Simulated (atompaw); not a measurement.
Pseudopotential generation for Ba (Z = 56): PAW (atompaw), PBEsol, scalar-relativistic.

Ba, PAW, made with atompaw 4.2.0.5 (PBEsol, scalar-relativistic). Core [Kr] 4d10, reference 5s2 5p6 5d0 6s2 6p0. Waves: 5s (bound): rc 2.20 bohr; 6s (bound): rc 2.45 bohr; 5p (bound): rc 2.65 bohr; 6p (bound, empty): rc 3.00 bohr; 5d (bound, empty): rc 3.00 bohr; 5d channel at 4.7 Ry: rc 3.00 bohr. Local part: ultrasoft scheme with l = 3 at 0.5 Ry, radius 3.00 bohr. Core correction: smooth core density matched at 2.90 bohr. Augmentation charge: sinc compensation charge, radius 2.50 bohr; PAW radius 3.00 bohr; waves and projectors: custom polynom gramschmidtortho.

Task: Does the generator finish with these settings?

Result: Yes, a potential is produced.

Task: Estimate the cutoffs (Ry, on a coarse ladder) from which the occupation-weighted sum of valence levels, in a spherical-Bessel basis at the reference potential, stays within 10 and 1 mRy of its value at 400 Ry.

Result: 12 Ry and 18 Ry.

Task: What does a ghost test show?

Result: No extra level below or beside the all-electron valence levels (s, p, d, f tested).

Task: Is the overlap operator S = 1 + Σ q|β⟩⟨β| positive definite (Bessel basis up to 400 Ry)?

Result: Yes: its lowest eigenvalue is 0.44 (s channel).

Task: Which valence shell sets the plane-wave cutoff?

Result: 5p: its level needs 15 Ry to come within 1 mRy, against 12 Ry for 5s.
